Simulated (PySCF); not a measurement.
**Ge+: excitation energy**

Ge+ [Ar] 3d10 4s2 4p1 (2P) → Ge+ [Ar] 3d10 4s1 4p1 5s1 (4P), as a difference of total energies. Calculation: PySCF 2.14, in dyall-av2z (16s12p8d, 92 functions); the non-relativistic Hamiltonian (point nucleus). Correlated levels: valence: [Ar] 3d10 frozen; virtual orbitals above 40 to 60 times the deepest correlated orbital energy dropped. The calculations carry no spin-orbit coupling.

| method | excitation energy (eV) |
| --- | --- |
| UHF | 13.262 |
| MP2 (valence) | 13.998 |
| SCS-MP2 (valence) | 14.250 |
| CCSD (valence) | 14.291 |
| CCSD(T) (valence) | 14.305 |

**Question.** How much does correlation contribute at CCSD(T) (valence)?

**Answer.** 14.305 − (13.262) = 1.043 eV, measured against UHF.

A first-order spin-orbit estimate (lowest level to lowest level, LS coupling) adds -0.008 eV.

The promoted electron is Rydberg-like, and one or two diffuse shells describe it only roughly, which tends to raise the upper state.
